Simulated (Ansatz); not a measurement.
`C[S][GeH3]` and `C[S][MgH]` differ in one atom or group.

Ansatz, PBE0-D4/def2-TZVP geometries, multiplicity 1. 

Scalar relativity is left out up to krypton.

```tsv
property	`C[S][GeH3]`
HOMO energy (ωB97M-V/def2-TZVPP) / eV	-8.96
HOMO–LUMO gap (PBE0/def2-TZVPP) / eV	6.90
HOMO–LUMO gap (B3LYP/def2-TZVPP) / eV	6.41
HOMO energy (PBE0/def2-TZVPP) / eV	-6.77
size of the dipole moment (ωB97M-V/def2-TZVPP) / D	1.39
LUMO energy (PBE0/def2-TZVPP) / eV	0.14
```

Task: Give the same properties after the change, and the shifts. (Estimate.)

Result: Ansatz gave: 
```json
{"property": "HOMO energy (ωB97M-V/def2-TZVPP) / eV", "`C[S][MgH]`": "-8.63", "shift": "0.33"}
{"property": "HOMO–LUMO gap (PBE0/def2-TZVPP) / eV", "`C[S][MgH]`": "5.70", "shift": "-1.20"}
{"property": "HOMO–LUMO gap (B3LYP/def2-TZVPP) / eV", "`C[S][MgH]`": "5.24", "shift": "-1.17"}
{"property": "HOMO energy (PBE0/def2-TZVPP) / eV", "`C[S][MgH]`": "-6.45", "shift": "0.32"}
{"property": "size of the dipole moment (ωB97M-V/def2-TZVPP) / D", "`C[S][MgH]`": "1.26", "shift": "-0.13"}
{"property": "LUMO energy (PBE0/def2-TZVPP) / eV", "`C[S][MgH]`": "-0.75", "shift": "-0.89"}
```

With PBE0 the HOMO rises by 0.32 eV and the LUMO falls by 0.89 eV, so the gap narrows by about 1.21 eV. PBE moves the HOMO by 0.26 eV and ωB97M-V by 0.33 eV. The zero-point energy changes by -48.6 kJ/mol with -6 modes. Dipoles are sizes alone; their direction can turn.

B3LYP here is the variant with VWN-RPA as its local correlation; programs differ in this.
